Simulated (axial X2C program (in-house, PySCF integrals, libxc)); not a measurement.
# Low determinants of LiZr⁻ at the PBE0 level, spin-free

All values were computed with an in-house relativistic program for diatomic molecules. Spin-free means the one-electron spin-free X2C Hamiltonian. Basis: Zr dyall-av3z [12s13p10d4f2g], Li dyall-av3z [9s9p3d] (cores contracted in-house); Gaussian nuclei, density fitting, unrestricted open shells. Masses: Zr 89.905 u, Li 7.016 u.

Search at 3.069 Å (vertical energies from the lowest determinant):

```csv
ΔE (eV),state,electrons beyond evenly filled partner blocks,"electrons in σ, π, δ, φ"
0.00,"M_S = 2, Λ = 2","σα, π+α, π-α, δ+α",21 18 5 0
0.08,"M_S = 2, Λ = 0","2 × σα, δ+α, δ-α",22 16 6 0
0.08,"M_S = 2, Λ = 3","2 × σα, π+α, δ+α",22 17 5 0
0.15,"M_S = 1, Λ = 2","σβ, π+α, π-α, δ+α",21 18 5 0
0.21,"M_S = 2, Λ = 0","2 × σα, π+α, π-α",22 18 4 0
0.67,"M_S = 2, Λ = 1","σα, 2 × π+α, π-α",21 19 4 0
0.68,"M_S = 2, Λ = 3","2 × π+α, π-α, δ+α",20 19 5 0
```

Lowest determinant, M_S = 2, Λ = 2 (beyond evenly filled blocks: σα, π+α, π-α, δ+α): Re = 3.094 Å, ωe = 195.9 cm⁻¹.

The determinant in row 2 of the search, M_S = 2, Λ = 0 (beyond evenly filled blocks: 2 × σα, δ+α, δ-α), was followed along the bond at PBE0; measured from the minimum of the lowest determinant it gives:

Te = 0.053 eV (427 cm⁻¹), Re = 3.285 Å, ωe = 201.7 cm⁻¹.

Question: Compare the bond of the determinant in row 2 with that of the lowest one.

Answer: At PBE0 its Re is 0.191 Å longer and its force constant, which goes as ωe², is 1.06 times that of the lowest determinant. This determinant mixes spin states, so it has no term energy of its own.

The search compares states at one distance, so a state with another bond length can lie lower; it is not exhaustive and yields mostly the lowest determinant of each block pattern, so other components and higher states of one pattern are missing. These are energies of single determinants, not of spin-adapted states; PBE0 term energies can be off by some tenths of an eV, and the functional has no current term. The lowest determinant need not be the ground state where others lie within half an eV. For an anion, determinants above electron detachment are held by the basis set. The highest occupied level of some functionals is positive through self-interaction error; at Hartree–Fock it is bound. Row 2 is spin-contaminated (⟨S²⟩ = 6.07 against 6.00), so its values are not those of a pure state. Row 1 has a positive highest level at its minimum. Row 2 has a positive highest level at its minimum.
